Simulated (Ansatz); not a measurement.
Reaction (formal exchange of groups at the Si–O bond): `OB(F)O[SiH3]` + `B1CO1` → `[SiH3]C1BO1` + `OB(O)F`

Calculated with Ansatz (gas phase, PBE0-D4/def2-TZVP geometries, no zero-point term in ΔE). CCSD(T)/CBS adds triple-zeta CCSD(T) − MP2 to the extrapolated MP2 energy (def2 sets, frozen cores). DFT in def2-TZVPP. B3LYP here is the variant with VWN-RPA as its local correlation; programs differ in this. Each species was taken in one conformer, which may not be the lowest.

`OB(F)O[SiH3]`:

```xyz
9

O     1.058   -1.207    0.730
B    -0.077   -1.278   -0.015
F    -0.599   -2.467   -0.325
O    -0.693   -0.163   -0.452
Si   -0.339    1.443   -0.263
H     1.403   -2.067    0.981
H    -1.397    2.192   -0.979
H     0.988    1.746   -0.853
H    -0.345    1.802    1.176
```

`B1CO1`:

Z-matrix (Å, degrees):
```
C
O 1 1.500
B 1 1.510 2 52.3
H 1 1.086 2 112.6 3 -114.3
H 1 1.086 2 112.6 3 114.3
H 3 1.183 1 159.3 2 180.0
```

`[SiH3]C1BO1`:

Z-matrix (Å, degrees):
```
Si
C 1 1.867
H 1 1.487 2 107.9
H 1 1.486 2 109.4 3 119.3
H 1 1.487 2 111.7 3 -119.8
B 2 1.516 1 124.3 3 -111.5
O 2 1.527 1 115.0 3 -170.8
H 2 1.090 1 117.1 3 56.3
H 6 1.183 2 157.7 1 84.2
```

`OB(O)F`:

Cartesian coordinates in Å:
```
O -0.144 0.613 0.918
B -0.171 -0.085 -0.249
O 0.908 -0.770 -0.691
F -1.275 -0.113 -0.996
H -0.975 1.052 1.114
H 1.657 -0.697 -0.095
```

Task: Is it downhill or uphill in electronic energy at CCSD(T)/CBS, and by how much? (Best estimate.)

Result: Computed: Uphill: ΔE = +22.1 kcal/mol.

Task: What do these levels give: LDA (SPW92), B97M-V, PBE0-D4, r2SCAN0-D4, BHLYP-D4, ωB97X-V, PBE, B3LYP, r2SCAN0, RPA@PBE/def2-TZVPP, MP2/def2-TZVPP, SCS-MP2/def2-QZVPP? (Best estimate.)

Result: The calculation gave: LDA (SPW92) 18.6, B97M-V 22.2, PBE0-D4 20.1, r2SCAN0-D4 22.1, BHLYP-D4 24.4, ωB97X-V 22.2, PBE 18.7, B3LYP 22.6, r2SCAN0 22.1, RPA@PBE/def2-TZVPP 22.3, MP2/def2-TZVPP 22.4, SCS-MP2/def2-QZVPP 23.5 kcal/mol.

Largest T1 diagnostic among the species: 0.016.

In def2-TZVPP, CCSD(T) changes the Hartree–Fock value by −5.0 kcal/mol (the triples alone add −0.8 kcal/mol) and MP2 by −4.7 kcal/mol. From r2SCAN to r2SCAN0 (25 % exact exchange), in def2-TZVPP and without D4, ΔE moves by +0.8 kcal/mol.
